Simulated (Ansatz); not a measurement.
CH8ClNSi2 (SMILES CN([SiH3])[SiH2]Cl), singlet, geometry from GFN2-xTB; B3LYP/def2-TZVP (Ansatz, a first-principles code).

The Ansatz input:
Ansatz 0.2 input:
```yaml
crystal:
  periodic: [false, false, false]
  atoms:
    - {symbol: Si, position_ang: [1.96312957, -1.07232091, 0.67381698]}
    - {symbol: N, position_ang: [0.53386272, -0.09561770, 0.48715442]}
    - {symbol: C, position_ang: [0.40695343, 1.00012931, 1.43324654]}
    - {symbol: Si, position_ang: [-0.85747976, -0.52457886, -0.44433824]}
    - {symbol: Cl, position_ang: [-1.61552679, 1.15371933, -1.25341708]}
    - {symbol: H, position_ang: [1.92758765, -1.77740640, 1.96134320]}
    - {symbol: H, position_ang: [3.10377994, -0.15367340, 0.64287554]}
    - {symbol: H, position_ang: [1.96873122, -2.01480763, -0.43714735]}
    - {symbol: H, position_ang: [-0.26731690, 1.76376783, 1.04807053]}
    - {symbol: H, position_ang: [0.01955741, 0.65240771, 2.39518057]}
    - {symbol: H, position_ang: [1.38040838, 1.45813163, 1.60604002]}
    - {symbol: H, position_ang: [-1.91779291, -1.11046621, 0.37856348]}
    - {symbol: H, position_ang: [-0.40885630, -1.40603723, -1.50909791]}
basis:
  gaussian:
    orbitals: def2-TZVP
hamiltonian:
  xc: b3lyp
```

The log (banner, timings and long lists left out):

```
Functional definition: B3LYP
1472 factors; their error is unknown
mean field evaluation 1: about -30932.0632 eV, gradient 6.6e1 eV
mean field evaluation 2: about -30908.2178 eV, gradient 1.2e2 eV
mean field evaluation 4: about -30941.0875 eV, gradient 7.1e0 eV
mean field evaluation 8: about -30941.1859 eV, gradient 3.1e-1 eV
mean field evaluation 16: about -30941.2612 eV, gradient 2.6e-4 eV
mean field -30941.26118302 eV, -1137.0703757359 hartree, gradient 6.2e-5 eV, S^2 0.000000; 0 other end points of the search recorded, 0 dependent functions left out
reference -30941.26150263 eV, -1137.0703874812 hartree; 33, 33 occupied and 188, 188 virtual orbitals, 1472 factors
Total energy: -30941.26150263 eV, -1137.0703874812 hartree
```
